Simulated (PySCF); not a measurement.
# Simulated absorption spectrum

AlCl3.
SMILES: `[Cl][Al]([Cl])[Cl]`

Method: PySCF 2.14.0, density-fitted response routines, TDDFT wB97X-D/def2-SVPD, vertical, gas phase, core orbitals frozen in the response. Isolated species at its PBE0-D3(BJ)/def2-SVP geometry, gas phase.

Each state is given a Gaussian of 0.3 eV full width at half maximum, with ε(max) = 2.175×10⁸ f / Δν̃ (Δν̃ the width in cm⁻¹). The width is an assumption, not a result. The curve ends short of the highest state used, and states not computed would add to its high-energy end.

```json
{"λ (nm)": "145.8", "ε (L mol⁻¹ cm⁻¹)": "33"}
{"λ (nm)": "147.5", "ε (L mol⁻¹ cm⁻¹)": "357"}
{"λ (nm)": "149.1", "ε (L mol⁻¹ cm⁻¹)": "2011"}
{"λ (nm)": "150.7", "ε (L mol⁻¹ cm⁻¹)": "7059"}
{"λ (nm)": "152.4", "ε (L mol⁻¹ cm⁻¹)": "16998"}
{"λ (nm)": "154.0", "ε (L mol⁻¹ cm⁻¹)": "26805"}
{"λ (nm)": "155.6", "ε (L mol⁻¹ cm⁻¹)": "30585"}
{"λ (nm)": "157.3", "ε (L mol⁻¹ cm⁻¹)": "25102"}
{"λ (nm)": "158.9", "ε (L mol⁻¹ cm⁻¹)": "15648"}
{"λ (nm)": "160.5", "ε (L mol⁻¹ cm⁻¹)": "8906"}
{"λ (nm)": "162.2", "ε (L mol⁻¹ cm⁻¹)": "7258"}
{"λ (nm)": "163.8", "ε (L mol⁻¹ cm⁻¹)": "8104"}
{"λ (nm)": "165.4", "ε (L mol⁻¹ cm⁻¹)": "7839"}
{"λ (nm)": "167.1", "ε (L mol⁻¹ cm⁻¹)": "5538"}
{"λ (nm)": "168.7", "ε (L mol⁻¹ cm⁻¹)": "2942"}
{"λ (nm)": "170.3", "ε (L mol⁻¹ cm⁻¹)": "1177"}
{"λ (nm)": "172.0", "ε (L mol⁻¹ cm⁻¹)": "331"}
{"λ (nm)": "173.6", "ε (L mol⁻¹ cm⁻¹)": "78"}
{"λ (nm)": "175.2", "ε (L mol⁻¹ cm⁻¹)": "14"}
{"λ (nm)": "176.9", "ε (L mol⁻¹ cm⁻¹)": "2"}
{"λ (nm)": "178.5", "ε (L mol⁻¹ cm⁻¹)": "0"}
{"λ (nm)": "180.1", "ε (L mol⁻¹ cm⁻¹)": "0"}
{"λ (nm)": "181.8", "ε (L mol⁻¹ cm⁻¹)": "0"}
{"λ (nm)": "183.4", "ε (L mol⁻¹ cm⁻¹)": "0"}
{"λ (nm)": "185.0", "ε (L mol⁻¹ cm⁻¹)": "0"}
{"λ (nm)": "186.7", "ε (L mol⁻¹ cm⁻¹)": "0"}
{"λ (nm)": "188.3", "ε (L mol⁻¹ cm⁻¹)": "0"}
{"λ (nm)": "189.9", "ε (L mol⁻¹ cm⁻¹)": "0"}
{"λ (nm)": "191.6", "ε (L mol⁻¹ cm⁻¹)": "0"}
{"λ (nm)": "193.2", "ε (L mol⁻¹ cm⁻¹)": "0"}
```

Question: Locate the maxima and give the states behind the curve.

Answer: 164 nm (7.54 eV), ε about 8200, made up of S5 (49%) and S6 (49%); 155 nm (7.97 eV), ε about 31000, made up of S9 (31%), S10 (32%) and S11 (36%) (ε in L mol⁻¹ cm⁻¹; maxima over ε = 5, shares over 10%). The states used: S1 6.87 eV (f 0.0000); S2 7.09 eV (f 0.0000); S3 7.28 eV (f 0.0000); S4 7.28 eV (f 0.0000); S5 7.53 eV (f 0.045); S6 7.53 eV (f 0.045); S7 7.70 eV (f 0.0000); S8 7.71 eV (f 0.0000); S9 7.92 eV (f 0.116); S10 7.93 eV (f 0.117); S11 8.06 eV (f 0.154); S12 8.53 eV (f 0.0000); S13 9.10 eV (f 0.173); S14 9.10 eV (f 0.174).

Question: Coming from long wavelengths, where does ε first pass 100 L mol⁻¹ cm⁻¹?

Answer: At about 173 nm (7.15 eV), 0.29 eV above S1.

Question: What would ε be at 7.97 eV, the highest of these maxima, with half the width (0.15 eV)?

Answer: About 43700 L mol⁻¹ cm⁻¹ against 30600, a factor of about 1.4; a lone state at its own centre would give exactly 2.
